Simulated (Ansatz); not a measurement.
Input file for Ansatz (a quantum-chemistry and plane-wave program): R-B3LYP/def2-TZVPP on hydronium (SMILES [OH3+]), atoms moved off the minimum. Charge +1.

Ansatz 0.2 input:
```yaml
crystal:
  periodic: [false, false, false]
  atoms:
    - {symbol: O, position_ang: [0.05110258, 0.08114153, 0.01574552]}
    - {symbol: H, position_ang: [-0.63480203, -0.69749112, -0.30828320]}
    - {symbol: H, position_ang: [-0.17624237, 0.94474806, -0.19468461]}
    - {symbol: H, position_ang: [0.74542611, -0.09069443, -0.19527974]}
basis:
  gaussian:
    orbitals: def2-TZVPP
hamiltonian:
  xc: {name: B3LYP}
total_charge: 1
scf: {lower_state_search: off}
output: {forces: true}
```

Output:

```
WARN ansatz: RAYON_NUM_THREADS=1 ignored (pool sized by the plan → 1); use --threads N
Functional definition: B3LYP
these checks for a lower state are left out or cut short: stability, starts, cluster_reference, orbital_swaps, neighbouring_geometries, increment
integrals: 0.01 GiB planned
328 factors; their error is unknown
mean field: 0.12 GiB planned
mean field evaluation 1: about -2069.8932 eV, gradient 1.1e2 eV
mean field evaluation 2: about -2056.4596 eV, gradient 1.3e2 eV
mean field evaluation 4: about -2085.6382 eV, gradient 5.4e-1 eV
mean field evaluation 8: about -2085.6427 eV, gradient 2.0e-1 eV
mean field evaluation 16: about -2085.6427 eV, gradient 4.1e-6 eV
mean field -2085.64269771 eV, -76.6459554413 hartree, gradient 4.2e-6 eV, S^2 0.000000; 0 other end points of the search recorded, 0 dependent functions left out
the calculation of the forces begins
reference -2085.64280681 eV, -76.6459594508 hartree; 5, 5 occupied and 68, 68 virtual orbitals, 328 factors
Total energy: -2085.64280681 eV, -76.6459594508 hartree
Atom 0 at     0.051103     0.081142     0.015746 Å, force   -24.792940     0.151526     6.699654 eV/Å
Atom 1 at    -0.634802    -0.697491    -0.308283 Å, force     1.805553     2.632440     1.064589 eV/Å
Atom 2 at    -0.176242     0.944748    -0.194685 Å, force    -1.321640     3.239591    -0.742507 eV/Å
Atom 3 at     0.745426    -0.090694    -0.195280 Å, force    24.309027    -6.023557    -7.021735 eV/Å
Dipole moment:    -0.110704    -0.047842    -0.282960 e Å
Checks for a lower state left out: stability, starts, cluster_reference, orbital_swaps, neighbouring_geometries, increment
```

Self-consistency was reached.

Cost: around 0.5 core-seconds (rough).
